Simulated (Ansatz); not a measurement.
A search over several starts for the lowest SCF solution of Na21 at the given spin, in a small basis.

```yaml
crystal:
  periodic: [false, false, false]
  atoms:
    - {symbol: Na, position_ang: [1.003517, -1.525913, -2.513431]}
    - {symbol: Na, position_ang: [-1.300008, -4.534200, 2.066725]}
    - {symbol: Na, position_ang: [-2.263974, 4.763607, 0.988153]}
    - {symbol: Na, position_ang: [-4.363003, -0.360718, -1.301638]}
    - {symbol: Na, position_ang: [3.960663, -4.079327, -1.253639]}
    - {symbol: Na, position_ang: [-0.454518, 2.555246, 2.919444]}
    - {symbol: Na, position_ang: [4.655204, 2.472417, 0.049128]}
    - {symbol: Na, position_ang: [0.512234, -5.216586, -1.375873]}
    - {symbol: Na, position_ang: [2.000112, 0.637037, 0.975627]}
    - {symbol: Na, position_ang: [-4.413480, 3.236019, -1.171954]}
    - {symbol: Na, position_ang: [-1.149556, 1.142035, -0.588967]}
    - {symbol: Na, position_ang: [-3.820468, 1.494154, 1.899873]}
    - {symbol: Na, position_ang: [4.243009, -0.542279, -1.842386]}
    - {symbol: Na, position_ang: [-4.246207, -2.284842, 1.750428]}
    - {symbol: Na, position_ang: [1.357575, 4.187153, 0.336033]}
    - {symbol: Na, position_ang: [4.750936, -1.688981, 1.416873]}
    - {symbol: Na, position_ang: [-1.108459, -0.995124, 2.481667]}
    - {symbol: Na, position_ang: [1.502472, -2.811588, 0.829797]}
    - {symbol: Na, position_ang: [-1.880011, -2.657976, -0.829281]}
    - {symbol: Na, position_ang: [2.001480, 2.042845, -2.484728]}
    - {symbol: Na, position_ang: [-0.987538, 4.167011, -2.351860]}
basis:
  gaussian: {orbitals: def2-SVP, initial_orbitals: start.molden}
magnetization: {spin_polarized: true, initial_magnetization: 1}
hamiltonian: {xc: pbe}
output: {orbitals: {seedname: orbitals}}
```

The file start.molden holds the orbitals of an earlier run on this structure, at another level or in another basis.

```sh
$ ansatz run in.yaml --threads 2 --pin off --events-out ev --progress --plain --max-ram 31744MiB --backend cuda --devices 0, --max-vram 18GiB
```

It prints (some lines left out):

```
Functional definition: PBE
3675 factors; their error is unknown
mean field evaluation 1: about -92648.0763 eV, gradient 9.7e-2 eV
mean field evaluation 2: about -92647.3100 eV, gradient 5.8e-5 eV
mean field evaluation 4: about -92647.3100 eV, gradient 3.0e-5 eV
mean field evaluation 8: about -92647.3100 eV, gradient 8.7e-6 eV
mean field evaluation 16: about -92644.6130 eV, gradient 1.2e1 eV
mean field evaluation 32: about -92647.3100 eV, gradient 6.9e-3 eV
mean field evaluation 64: about -92646.7692 eV, gradient 2.1e0 eV
mean field evaluation 96: about -92647.3056 eV, gradient 3.1e-1 eV
mean field evaluation 128: about -92646.9013 eV, gradient 1.7e-1 eV
mean field evaluation 160: about -92646.8681 eV, gradient 5.3e-1 eV
mean field -92647.30997701 eV, -3404.7258430529 hartree, gradient 1.9e-6 eV, S^2 0.771599; 11 other end points of the search recorded, 0 dependent functions left out
reference -92647.31005365 eV, -3404.7258458694 hartree; 116, 115 occupied and 199, 200 virtual orbitals, 3675 factors
Total energy: -92647.31005365 eV, -3404.7258458694 hartree
```

Run time 38 s (2 threads of AMD EPYC 7R13 on a shared host and a share (18 GiB) of an NVIDIA H100 80GB HBM3), peak host memory 1.4 GiB.

Another isomer (doublet) lies 0.34 eV lower at PBE0/def2-TZVP; other spin states weren't run for this one.
